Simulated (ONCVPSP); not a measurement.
## Cutoff test, Xe, ONCV

xenon (Xe), optimised norm-conserving Vanderbilt (ONCV), made with ONCVPSP 4.0.1 (LDA (Perdew-Wang 92), scalar-relativistic). Core [Ar] 3d10, reference 4s2 4p6 4d10 5s2 5p6. Waves: 4s+5s: rc 1.35 bohr, ncon 3, nbas 7, qcut 7.7 1/bohr, 3 projectors, debl 0.6 Ha; 4p+5p: rc 1.25 bohr, ncon 5, nbas 9, qcut 13.5 1/bohr, 3 projectors, debl 1.3 Ha; 4d: rc 1.40 bohr, ncon 4, nbas 8, qcut 11.5 1/bohr, 3 projectors, debl 1.5 Ha. Local part: polynomial inside 1.15 bohr (lpopt 5, dvloc0 1 Ha). Core correction: Teter function, fcfact 1.75, rcfact 1.1.

In the s channel the program set the typed energies aside and used -7.239, -0.734, 0.250 Ha. In the d channel the program set the typed energies aside and used -2.185, 0.250, 1.750 Ha.

Question: For each optimised wave give the share of its norm inside rc, the residual kinetic energy above qcut (Ha) and the cutoffs (Ha) for errors of 10, 1, 0.1 and 0.01 mHa per electron.

Answer:

```
         wave  norm inside rc  residual KE  10 mHa  1 mHa  0.1 mHa  0.01 mHa
           4s           0.986      1.8e-05    12.0   14.9     23.4      58.3
           5s           0.194      1.8e-04    11.4   23.5     40.3     108.3
s projector 3           0.053      6.7e-05     9.8   18.3     28.5      64.7
           4p           0.950      4.0e-07    44.6   60.8     72.0      80.3
           5p           0.069      1.9e-07    21.3   52.5     67.2      77.6
p projector 3           0.053      2.4e-07    21.0   51.9     67.3      78.4
           4d           0.922      8.8e-07    41.1   49.3     55.6      61.0
d projector 2           0.037      3.3e-07    32.1   42.8     51.4      58.0
d projector 3           0.071      1.4e-06    36.5   47.0     55.0      61.6
```

The occupied waves need 61 Ha and 72 Ha for 1 and 0.1 mHa.
